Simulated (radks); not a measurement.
The table gives one normalised radial function P(r) = r R(r) of Li in 2s(up 0.5, down 0.5) 1s(up 1, down 1) (r in bohr). Calculated with a radial shooting solver on a logarithmic mesh with Libxc functionals: scalar-relativistic Kohn-Sham, r2SCAN, spin-polarised, spherical densities, finite nucleus; meta-GGA in the generalised Kohn-Sham scheme; Fermi nuclear charge, rms radius 2.444 fm.

r             P
0.04359   0.0568
0.06003   0.0743
0.08266   0.0955
0.1138    0.1194
0.1568    0.1437
0.2159    0.1638
0.2973    0.1720
0.4094    0.1580
0.5638    0.1110
0.7765    0.0238
1.069    -0.0984
1.473    -0.2495
2.028    -0.4037
2.793    -0.5015
3.846    -0.4924
5.296    -0.3667
7.294    -0.1910
10.04    -0.0627
13.83    -0.0117

Which n and l does it have? It may be an empty orbital.

Answer. n = 2, l = 0: the number of nodes gives n - l - 1 = 1, the rise at small r (about r^(l+1)) gives l, and the extent must fit the shell. The curve is that of 2s. 2s: eigenvalue -2.851 eV, 1 radial node at r = 0.832 bohr, <r> = 4.00 bohr, 90 % of the charge inside 6.28 bohr.
